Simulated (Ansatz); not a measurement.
Consider the ligand exchange at the Si–C bond: `C=NC(F)[SiH2]N` + `OBF` → `N[SiH2]OBF` + `C=NCF`.

Program: Ansatz. Geometries: PBE0-D4/def2-TZVP. ΔE: electronic, gas phase. CCSD(T)/CBS adds triple-zeta CCSD(T) − MP2 to the extrapolated MP2 energy (def2 sets, frozen cores). This one scheme is used for every species. DFT in def2-TZVPP. B3LYP here is the variant with VWN-RPA as its local correlation; programs differ in this. One conformer a species, not always the lowest.

```
             level  ΔE (kJ/mol)  difference from CCSD(T)/CBS
            PBE-D4        -98.9                         19.8
           PBE0-D4       -108.2                         10.5
          B3LYP-D4       -115.2                          3.5
              PBE0       -111.9                          6.8
    MP2/def2-TZVPP       -120.0                         -1.3
SCS-MP2/def2-TZVPP       -124.8                         -6.1
CCSD(T)/def2-TZVPP       -119.4                         -0.7
    MP2/def2-QZVPP       -120.2                         -1.5
SCS-MP2/def2-QZVPP       -125.1                         -6.4
      HF/CBS(def2)       -148.7                        -30.0
       CCSD(T)/CBS       -118.7                            0
```

Largest T1 diagnostic among the species: 0.013.

From PBE to PBE0 (25 % exact exchange), in def2-TZVPP and without D4, ΔE moves by −9.0 kJ/mol. In def2-TZVPP, CCSD(T) changes the Hartree–Fock value by +27.3 kJ/mol (the triples alone add +4.4 kJ/mol) and MP2 by +26.7 kJ/mol.
